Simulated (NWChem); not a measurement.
C$_{3}$H$_{10}$N cation; SMILES C[NH+](C)C

Results from NWChem. Coordinates come from a B3LYP/6-31G* (spherical d) optimisation. Level: M05-2X/def2-SVP with COSMO at NWChem's default radii, gas-phase geometry; rows give the dielectric constant. Reactions with the solvent are ignored.

```tsv
dielectric constant	electrostatic solvation energy (kcal/mol)
2.4	-35.9
3.9	(withheld)
4.8	-48.9
11.7	-56.5
37.5	-60.2
```

Question: What belongs in the gaps?

Answer: 
- 3.9, electrostatic solvation energy (kcal/mol): -45.9
